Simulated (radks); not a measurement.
The zirconium ion Zr25+, 15 electrons, occupied as [Ne] 3s2 3p3.

All-electron calculation, scalar-relativistic Kohn-Sham, PBE, spin-unpolarised, spherical densities, point nucleus. Program: a radial shooting solver on a logarithmic mesh with Libxc functionals.

Energy parts (eV):
part                       energy
total                  -86522.156
kinetic                 89284.851
electron-nucleus      -189263.964
Hartree                 15550.506
exchange-correlation    -2093.549

Orbitals (lengths in bohr, moments of r in powers of bohr; r(90%) holds 90 % of the orbital's charge):
orbital,occ.,eigenvalue (eV),r(90%)
1s,2,-18990.58,0.0664
2s,2,-3596.169,0.247
2p,6,-3338.485,0.227
3s,2,-1326.607,0.582
3p,3,-1243.846,0.578

The highest occupied level is 3p at -1243.8 eV. The density falls to 0.001 e/bohr^3 at r = 1.07 bohr. Summed over all electrons, <r^2> = 1.099 bohr^2, which gives a Langevin (diamagnetic) susceptibility term of -0.871 x 10^-6 cm^3/mol.
